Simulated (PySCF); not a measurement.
**What settings do to a single point of [OsOF3]+**

The sound run of [OsOF3]+ (triplet) uses PySCF 2.14.0, UKS r2SCAN, Os def2-SVP with ECP60, O def2-SVP, F def2-SVP; non-relativistic Hamiltonian with scalar-relativistic core potentials where named; density fitting; no spin-orbit coupling, grid (50, 194), threshold 1e-8 Eh and 55 cycles, at the relaxed geometry:

```xyz
5

Os   -0.0633    0.0881    0.0398
O     0.9120    1.0381    0.9824
F    -0.8183   -1.2588    1.0017
F     0.6889   -1.0967   -1.1294
F    -0.8139    1.0370   -1.3191
```

There Os1 has a Mulliken charge of 1.61 e and the dipole about the centre of mass is 1.09 D. Each run below changes one thing and starts from free metal ions and neutral atoms unless it says otherwise; with 55 cycles, smearing, a level shift and second-order steps follow where DIIS fails, and their cycles count. Energy shifts count from the sound run.

```
                                                       change        outcome  cycles  energy shift (eV)  largest force component (eV/Å)  charge on Os1 (e)  dipole about the centre of mass (D)
                                               grid (40, 110)      converged      14            -0.0517                            0.13               1.60                                 1.09
start from a density of up to 30 smeared cycles (not counted)      converged      11             0.0000                            0.01               1.61                                 1.10
                                                cycle limit 8  not converged       8                  –                               –                  –                                    –
                          spin (2S) set to 5, limit 98 cycles        refused       –                  –                               –                  –                                    –
```

(1) How does the run with this change end: all coordinates × 1.12?

Started from ions, an open shell can land on another state than the sound run's, and that then enters the shifts.

Forces carry noise of the integration grid, about 0.01 to 0.03 eV/Å.

No frequency check is given that shows the relaxed geometry to be a minimum. Open shells may have lower solutions than the one found.

Answers

(1) outcome converged, cycles 17, energy shift (eV) 2.81, largest force component (eV/Å) 4.45, charge on Os1 (e) 1.55, dipole about the centre of mass (D) 1.44.
